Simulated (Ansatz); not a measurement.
Cost and result for the atomization energy of `BC(B)(C)F` (12 atoms, 11 bonds).

```xyz
12

B    -0.5807    0.0906    1.5948
C     0.0226    0.5580    0.2914
B     1.0537   -0.5308   -0.1942
C    -0.5222    0.1029   -1.0749
F     0.4909    1.8578    0.2029
H    -0.3722    0.6931    2.6038
H    -1.1903   -0.9371    1.6052
H     0.8843   -1.6883    0.0264
H     2.0484   -0.1073   -0.6953
H    -1.4245   -0.4954   -1.0044
H     0.2237   -0.5286   -1.6546
H    -0.6338    0.9851   -1.7010
```

Total charge 0; spin multiplicity 1. All single points use the PBE0-D4/def2-TZVP geometry. Program: Ansatz. All runs use 4 threads of an Arm Neoverse V1 on a shared host. Times are those of one run each, without the atoms' runs, and a repeat can differ threefold. Electronic energies, without spin–orbit coupling; frozen cores. CCSD(T)/CBS adds CCSD(T) − MP2 in def2-TZVPP to the MP2 limit, and its time is that of the two runs behind it. T1 = 0.012. B3LYP takes the VWN-RPA correlation (the form of Gaussian; ORCA's B3LYP/G).

CCSD(T)/CBS is a level of theory with its own doubt, some kJ/mol a heavy atom from the limit and from the frozen cores, so smaller differences don't rank the functionals.

| level | functions | wall time |
| --- | --- | --- |
| PBE-D4/def2-TZVPP (with forces) | 253 | 2.5 s |
| PBE0-D4/def2-TZVPP | 253 | 2.5 s |
| B3LYP-D4/def2-TZVPP (with forces) | 253 | 4.2 s |
| r2SCAN-D4/def2-TZVPP (with forces) | 253 | 4.3 s |
| B2PLYP/def2-TZVPP | 253 | 4.8 s |
| ωB97X-V/def2-TZVPP | 253 | 6.5 s |
| ωB97M-V/def2-TZVPP (with forces) | 253 | 10 s |
| MP2/def2-QZVPP | 495 | 24 s |
| CCSD(T)/def2-TZVPP | 253 | 2.3 min |
| CCSD(T)/CBS(def2) | – | 2.6 min |

(1) What atomization energy does each give, and how far from CCSD(T)/CBS? (Best estimate.)

Results:

(1) Ansatz gave: 
```csv
level,atomization (kcal/mol),difference from CCSD(T)/CBS,per bond
PBE-D4/def2-TZVPP (with forces),1084.2,29.3,2.7
PBE0-D4/def2-TZVPP,1069.5,14.6,1.3
B3LYP-D4/def2-TZVPP (with forces),1063.4,8.5,0.8
r2SCAN-D4/def2-TZVPP (with forces),1069.6,14.7,1.3
B2PLYP/def2-TZVPP,1051.8,-3.1,-0.3
ωB97X-V/def2-TZVPP,1063.2,8.3,0.8
ωB97M-V/def2-TZVPP (with forces),1066.5,11.6,1.1
MP2/def2-QZVPP,1063.4,8.5,0.8
CCSD(T)/def2-TZVPP,1032.9,-22.0,-2.0
CCSD(T)/CBS(def2),1054.9,0.0,0.0
```

In def2-TZVPP, CCSD(T) changes the Hartree–Fock value by +227.4 kcal/mol (the triples alone add +13.5 kcal/mol) and MP2 by +245.0 kcal/mol; breaking electron pairs costs correlation energy, which Hartree–Fock lacks. From PBE to PBE0 (25 % exact exchange), in def2-TZVPP and without D4, the atomization energy moves by −13.9 kcal/mol: exact exchange takes away binding that semilocal exchange gives to molecules. The D4 term adds +7.9 kcal/mol with B3LYP and +4.1 kcal/mol with PBE0; it sums over pairs of atoms, weighted by their polarisabilities, and B3LYP, whose exchange is more repulsive, gets the larger term.
